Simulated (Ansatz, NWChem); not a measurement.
# BI3 (boron triiodide): the vertical energy of the triplet above the singlet from total energies

BI3 has 4 atoms, charge 0, and is taken as a singlet. As SMILES, `IB(I)I`. The shape is that of a PBE0-D4/def2-TZVP optimisation.

```xyz
4

I    -1.3085   -0.2952    1.6156
B     0.0139   -0.0151   -0.0051
I     1.8768   -1.0063   -0.0303
I    -0.5265    1.2563   -1.6005
```

Both states at this one shape; open shells run unrestricted unless said. 1 Eh = 27.2114 eV.

```
                                                    level  program  singlet BI3 (Eh)  triplet BI3 (Eh)
                             HF/def2-SVP (core potential)   Ansatz       -914.689320       -914.552551
                         M06-2X/def2-SVP (core potential)   NWChem       -917.767307       -917.629600
                        wB97M-V/def2-SVP (core potential)   Ansatz       -917.942704       -917.801635
B2PLYP/def2-SVP (core potential), 13 core orbitals frozen   Ansatz       -917.131780       -916.999794
```

Question: Work out the vertical gap, second state less first, at each level.

Answer: 
1. HF/def2-SVP (core potential): -914.552551 − (-914.689320) = 0.136769 Eh = 3.72 eV.
2. M06-2X/def2-SVP (core potential): -917.629600 − (-917.767307) = 0.137707 Eh = 3.75 eV.
3. wB97M-V/def2-SVP (core potential): -917.801635 − (-917.942704) = 0.141069 Eh = 3.84 eV.
4. B2PLYP/def2-SVP (core potential): -916.999794 − (-917.131780) = 0.131986 Eh = 3.59 eV.

No measured value is set beside it here; the levels span 3.59 to 3.84 eV. Spin-orbit coupling, which splits open shells on such heavy atoms by tenths of an eV, is left out.
